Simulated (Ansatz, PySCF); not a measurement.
Gas-phase reaction in SMILES: Cl[Te]Cl [chloro tellurohypochlorite] -> Cl[Te]Cl as doublet, charge +1 + e-
Each molecule is optimised on its own at B3LYP-D3(BJ)/def2-TZVP (Ansatz, a quantum-chemistry and plane-wave program). A spin state is the lowest found, not a proven ground state.

Quantity: adiabatic ionisation energy (0 K, with B3LYP-D3(BJ) harmonic zero-point energies from PySCF), in eV. Cores are frozen in the correlated levels unless marked. UHF or UKS for open shells. No spin-orbit coupling. Frozen are the shells of the preceding noble gas and the d and f shells that filled before the atom's block. In def2 rows, elements after Kr have scalar-relativistic effective core potentials. Basis-set limits of correlation are two-point, X^-3; Hartree-Fock from the larger set. The bracket is a focal-point correction in the basis named.

| level | program | adiabatic ionisation energy (eV) | minus last row |
|---|---|---|---|
| TPSS/def2-TZVPD | PySCF | 8.55 | -0.28 |
| B97M-V/def2-TZVPD | Ansatz | 8.53 | -0.30 |
| r2SCAN0/def2-TZVPD | Ansatz | 8.68 | -0.15 |
| LC-wPBE/def2-TZVPD | Ansatz | 8.84 | 0.01 |
| wB97M-V/def2-TZVPD | Ansatz | 8.76 | -0.07 |
| B2GP-PLYP/def2-TZVPD | Ansatz | 8.70 | -0.13 |
| B2PLYP-D3(BJ)/def2-TZVPD | Ansatz + dftd3 | 8.67 | -0.16 |
| B2PLYP-D4/def2-TZVPD | Ansatz + dftd4 | 8.67 | -0.16 |
| SCS-MP2/def2-TZVPPD | Ansatz | 8.70 | -0.13 |
| RI-MP2/CBS(def2-TZVPPD,def2-QZVPPD)+[CCSD(T)-MP2]/def2-TZVPPD | Ansatz | 8.83 | 0.00 |
